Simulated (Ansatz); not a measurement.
Calculated with Ansatz (gas phase, PBE0-D4/def2-TZVP geometries, no zero-point term in ΔE). CBS: MP2 limit from def2 TZ/QZ plus the TZ coupled-cluster correction, frozen cores. Functionals use def2-TZVPP. HSE06 is defined as in plane-wave codes. Elements past krypton have def2 core potentials. For Hf, Se outer-core shells are correlated without core-valence functions, which leaves a few kJ/mol of doubt a bond. Scalar relativity is left out up to krypton. Each species was taken in one conformer, which may not be the lowest.

Reaction (ligand exchange at the Hf–Se bond): `[Cl][Hf]([Cl])([Cl])[SeH]` + `C[SeH]` → `C[Se][Hf]([Cl])([Cl])[Cl]` + H₂Se

`[Cl][Hf]([Cl])([Cl])[SeH]`:

Z-matrix (Å, degrees):
```
Hf
Cl 1 2.323
Cl 1 2.316 2 111.8
Cl 1 2.323 2 108.6 3 -123.8
Se 1 2.550 2 109.5 3 116.7
H 5 1.475 1 87.5 2 59.7
```

`C[SeH]`:

Cartesian coordinates in Å:
```
C -0.225 0.418 -0.271
Se -0.084 -1.434 0.321
H -0.361 1.081 0.580
H -1.107 0.463 -0.908
H 0.651 0.702 -0.848
H 1.126 -1.230 1.126
```

`C[Se][Hf]([Cl])([Cl])[Cl]`:

```xyz
9

C    -0.713   -1.262    0.756
Se   -0.643    0.567    1.498
Hf    0.616    1.239   -0.580
Cl    2.569   -0.029   -0.719
Cl    1.084    3.501   -0.391
Cl   -0.718    0.794   -2.441
H    -1.760   -1.531    0.638
H    -0.222   -1.355   -0.217
H    -0.212   -1.923    1.457
```

H₂Se:

Z-matrix (Å, degrees):
```
Se
H 1 1.467
H 1 1.467 2 91.2
```

```json
{"level": "r2SCANh-D4", "ΔE (kJ/mol)": "0.0", "difference from CCSD(T)/CBS": "1.6"}
{"level": "BHLYP-D4", "ΔE (kJ/mol)": "1.7", "difference from CCSD(T)/CBS": "3.3"}
{"level": "HSE06", "ΔE (kJ/mol)": "4.3", "difference from CCSD(T)/CBS": "5.9"}
{"level": "BHLYP", "ΔE (kJ/mol)": "8.0", "difference from CCSD(T)/CBS": "9.6"}
{"level": "CCSD(T)/def2-SVP", "ΔE (kJ/mol)": "-1.1", "difference from CCSD(T)/CBS": "0.5"}
{"level": "CCSD/def2-TZVPP", "ΔE (kJ/mol)": "0.7", "difference from CCSD(T)/CBS": "2.3"}
{"level": "CCSD(T)/def2-TZVPP", "ΔE (kJ/mol)": "-2.1", "difference from CCSD(T)/CBS": "-0.5"}
{"level": "HF/def2-QZVPP", "ΔE (kJ/mol)": "13.9", "difference from CCSD(T)/CBS": "15.5"}
{"level": "SCS-MP2/def2-QZVPP", "ΔE (kJ/mol)": "-1.1", "difference from CCSD(T)/CBS": "0.5"}
{"level": "MP2/CBS(def2)", "ΔE (kJ/mol)": "-4.5", "difference from CCSD(T)/CBS": "-2.9"}
{"level": "CCSD(T)/CBS", "ΔE (kJ/mol)": "-1.6", "difference from CCSD(T)/CBS": "0"}
```

Largest T1 diagnostic among the species: 0.014.

In def2-TZVPP, CCSD(T) changes the Hartree–Fock value by −15.6 kJ/mol (the triples alone add −2.8 kJ/mol) and MP2 by −18.5 kJ/mol. The D4 term adds −6.9 kJ/mol with B3LYP and −4.0 kJ/mol with PBE0; it sums over pairs of atoms, weighted by their polarisabilities, and B3LYP, whose exchange is more repulsive, gets the larger term.

B3LYP here is the variant with VWN-RPA as its local correlation; programs differ in this.
